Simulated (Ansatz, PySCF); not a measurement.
Gas-phase reaction (SMILES): CCOC=O + 2 C (CH4) + O (H2O) → C=O (CH2O) [formaldehyde] + CC (C2H6) + 2 CO (CH4O); bond separation energy.

Geometries: B3LYP-D3(BJ)/def2-TZVP minima from Ansatz (a quantum-chemistry and plane-wave program), one conformer each, not searched for the lowest. Correlated levels leave the core frozen unless marked. No spin-orbit coupling. Non-relativistic. Basis-set limits of correlation are two-point, X^-3; Hartree-Fock from the larger set. [CCSD(T)-MP2]/basis is that difference in the basis named. Thermal terms are rigid-rotor harmonic-oscillator values from B3LYP-D3(BJ) frequencies (PySCF) at 298.15 K and 1 atm. 1 Eh = 627.5095 kcal/mol.

```json
[
 {"species": "CCOC=O", "E, RI-MP2/CBS(cc-pVTZ,cc-pVQZ)+[CCSD(T)-MP2]/cc-pVTZ (Ansatz) (Eh)": "-268.10841", "E, PBE/def2-TZVPD (Ansatz) (Eh)": "-268.17809", "H - E (Eh)": "0.09685", "G - E (Eh)": "0.06100"},
 {"species": "C (CH4)", "E, RI-MP2/CBS(cc-pVTZ,cc-pVQZ)+[CCSD(T)-MP2]/cc-pVTZ (Ansatz) (Eh)": "-40.46125", "E, PBE/def2-TZVPD (Ansatz) (Eh)": "-40.46301", "H - E (Eh)": "0.04840", "G - E (Eh)": "0.02728"},
 {"species": "C=O (CH2O)", "E, RI-MP2/CBS(cc-pVTZ,cc-pVQZ)+[CCSD(T)-MP2]/cc-pVTZ (Ansatz) (Eh)": "-114.39194", "E, PBE/def2-TZVPD (Ansatz) (Eh)": "-114.42020", "H - E (Eh)": "0.03033", "G - E (Eh)": "0.00552"},
 {"species": "CC (C2H6)", "E, RI-MP2/CBS(cc-pVTZ,cc-pVQZ)+[CCSD(T)-MP2]/cc-pVTZ (Ansatz) (Eh)": "-79.71807", "E, PBE/def2-TZVPD (Ansatz) (Eh)": "-79.73096", "H - E (Eh)": "0.07887", "G - E (Eh)": "0.05302"},
 {"species": "CO (CH4O)", "E, RI-MP2/CBS(cc-pVTZ,cc-pVQZ)+[CCSD(T)-MP2]/cc-pVTZ (Ansatz) (Eh)": "-115.61425", "E, PBE/def2-TZVPD (Ansatz) (Eh)": "-115.63215", "H - E (Eh)": "0.05533", "G - E (Eh)": "0.02827"},
 {"species": "O (H2O)", "E, RI-MP2/CBS(cc-pVTZ,cc-pVQZ)+[CCSD(T)-MP2]/cc-pVTZ (Ansatz) (Eh)": "-76.37659", "E, PBE/def2-TZVPD (Ansatz) (Eh)": "-76.38111", "H - E (Eh)": "0.02495", "G - E (Eh)": "0.00353"}
]
```

**Question.** Work out ΔE and ΔH, ΔG, ΔS and the equilibrium constant at 298.15 K at the first level, then ΔH at the second.

**Answer.** 
1. ΔE = [(-114.39194) + (-79.71807) + 2×(-115.61425)] - [(-268.10841) + 2×(-40.46125) + (-76.37659)] = 0.06899 Eh = 43.3 kcal/mol at RI-MP2/CBS(cc-pVTZ,cc-pVQZ)+[CCSD(T)-MP2]/cc-pVTZ.
2. The terms H - E add up to 0.00126 Eh, so ΔH = (0.06899 + (0.00126))×627.5095 = 44.1 kcal/mol.
3. The terms G - E add up to -0.00401 Eh, so ΔG = 40.8 kcal/mol, and ΔS = (0.00126 - (-0.00401))×627509.5/298.15 = 11.1 cal/(mol K).
4. log10 K = -ΔG/(RT ln 10) = -29.9, with RT ln 10 = 1.3642 kcal/mol.
5. At PBE/def2-TZVPD the same steps give ΔE = 43.8 and ΔH = 44.6 kcal/mol, a shift of +0.5 from the first level.
6. These values are not checked against measurement here, since the tables used lack a sound gas-phase enthalpy of formation for at least one species.
